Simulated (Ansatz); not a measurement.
Total energies of cyclo-(Me2SiS)3 (C6H18S3Si3) from Ansatz at PBE0-D4/def2-TZVP, gas phase (1 Eh = 27.2114 eV = 2625.5 kJ/mol). The reference geometry is relaxed at PBE-D4/def2-SVP.

```xyz
30

Si   -1.834    0.633   -0.657
C    -2.427   -1.108   -1.057
C    -3.238    1.882   -0.740
S    -0.375    1.273   -2.138
Si    1.491    0.532   -1.300
C     2.217    1.814   -0.130
C     2.624    0.207   -2.765
S     1.238   -1.409   -0.339
Si    0.272   -0.923    1.548
C    -0.662   -2.478    2.051
C     1.526   -0.453    2.871
S    -1.058    0.791    1.375
H    -2.901   -1.106   -2.060
H    -3.169   -1.453   -0.309
H    -1.572   -1.811   -1.081
H    -4.056    1.591   -0.050
H    -2.881    2.893   -0.462
H    -3.644    1.926   -1.771
H     1.499    2.050    0.679
H     3.167    1.450    0.313
H     2.419    2.747   -0.696
H     2.204   -0.583   -3.419
H     2.740    1.131   -3.366
H     3.626   -0.116   -2.415
H    -1.441   -2.738    1.308
H    -1.151   -2.323    3.034
H     0.039   -3.334    2.137
H     1.008   -0.221    3.825
H     2.117    0.433    2.570
H     2.223   -1.298    3.046
```

```csv
state,geometry,energy (Eh)
charge 0 singlet,reference,-2301.94415
charge 1 doublet,reference,-2301.63732
free Si atom (triplet),–,-289.24943
free C atom (triplet),–,-37.80537
free S atom (triplet),–,-397.97371
free H atom (doublet),–,-0.50104
```

Single mean-field runs in def2-TZVP are fitted with def2-universal-jkfit.

Task: Work out the vertical ionisation energy to the doublet.

Result: E(charge 1 doublet) − E(charge 0 singlet) = -2301.63732 − (-2301.94415) = 0.30683 Eh = 8.35 eV. For comparison, −ε of the highest occupied level is 6.85 eV at this level, 1.50 eV less.

Task: What is the binding energy per atom against free atoms?

Result: Atoms: 3 × (-289.24943) + 6 × (-37.80537) + 3 × (-397.97371) + 18 × (-0.50104) = -2297.52036 Eh. Binding: -2297.52036 − (-2301.94415) = 4.42379 Eh = 120.38 eV, or 4.01 eV for each of 30 atoms (no zero-point energy, no counterpoise term).
